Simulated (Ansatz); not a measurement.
`Cl[Si](Cl)(Br)Br` + HBr → `Cl[Si](Br)(Br)Br` + HCl at 600 K and 1 bar (ligand exchange at the Si–Cl bond).

Computed with Ansatz on PBE0-D4/def2-TZVP structures; ΔE is electronic, products minus reactants. CCSD(T)/CBS is the MP2 limit (def2-TZVPP, def2-QZVPP) plus CCSD(T) − MP2 in def2-TZVPP, frozen cores. This one scheme is used for every species. For Br outer-core shells are correlated without core-valence functions, which leaves a few kJ/mol of doubt a bond. Scalar relativity is left out up to krypton.

```tsv
species	CCSD(T)/CBS energy (Eh)	H − E (kJ/mol)	S (J/(mol·K))
`Cl[Si](Cl)(Br)Br`	-6355.47272	67.6	440.1
HBr	-2573.91920	33.5	219.1
`Cl[Si](Br)(Br)Br`	-8469.00948	67.3	449.4
HCl	-460.38127	35.4	207.2
```

H − E and S are ideal-gas, rigid-rotor, harmonic terms from PBE0-D4/def2-TZVP. 1 Eh = 2625.50 kJ/mol, R = 8.31446 J/(mol·K).

Problem. By hand: ΔE, ΔH, ΔS and ΔG.

Solution. ΔE = (-8469.00948) + (-460.38127) − (-6355.47272) − (-2573.91920) = 0.00117 Eh = 3.1 kJ/mol. Δ(H − E) = 67.3 + 35.4 − 67.6 − 33.5 = 1.6, so ΔH = 4.7 kJ/mol. ΔS = 449.4 + 207.2 − 440.1 − 219.1 = -2.6 J/(mol·K). ΔG = 4.7 − 600 × (-2.6)/1000 = 6.3 kJ/mol.

Problem. By hand: the equilibrium constant, and the temperature at which ΔG would vanish if ΔH and ΔS stayed fixed.

Solution. log₁₀ K = −ΔG/(RT ln 10) = -0.5. ΔH and −TΔS have one sign here, so there is no such temperature. One of them is within its doubt of zero, so this could turn.

The number of gas molecules stays the same, so ΔS is small and ΔH decides. A doubt of 5 kJ/mol in ΔE shifts log₁₀ K by 0.4 here. These are equilibria of isolated gas molecules and say nothing of rates. Largest T1 diagnostic: 0.008 (customary marks: 0.02 for closed shells, 0.045 for open ones).
